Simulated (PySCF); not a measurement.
Species: SnHF3.
Bonds: Sn1–F3, Sn1–F4, Sn1–F5. Hydrogens: H2 on Sn1.

Method: PySCF 2.14.0, PBE0-D3(BJ)/def2-SVP geometry optimisation, gas phase, def2 core potentials past Kr.

(1) How far are the bound atoms from Sn1?

(2) List the angles at Sn1.

(3) What is the shape at Sn1?

(4) What are the rotational constants (commonest isotopes, rigid rotor)?

Answers

(1) 4 atoms: H2 1.690 Å, F4 1.915 Å, F5 1.915 Å, F3 1.915 Å.

(2) 
| angle | degrees | distance of the outer atoms (Å) |
| --- | --- | --- |
| H2–Sn1–F4 | 113.7 | 3.02 |
| H2–Sn1–F5 | 113.6 | 3.02 |
| H2–Sn1–F3 | 113.2 | 3.01 |
| F3–Sn1–F5 | 105.4 | 3.05 |
| F3–Sn1–F4 | 105.3 | 3.04 |
| F4–Sn1–F5 | 104.9 | 3.04 |

(3) Distorted tetrahedral: angles from 104.9° to 113.7°; τ4 = (360° − α − β)/141° = 0.94 with α and β the two widest (0 for a square, 1 for a tetrahedron).

(4) A = 4441, B = 4411, C = 2874 MHz: an oblate symmetric top.

Point group: C3v (tolerance 0.08 Å). Charge 0, singlet. Whether it is a minimum is left open (no frequencies).

The run took 17 s of wall time on AMD EPYC 7R43, one thread (shared host), and the process peaked at 0.29 GiB of memory. These figures are those of the optimisation.
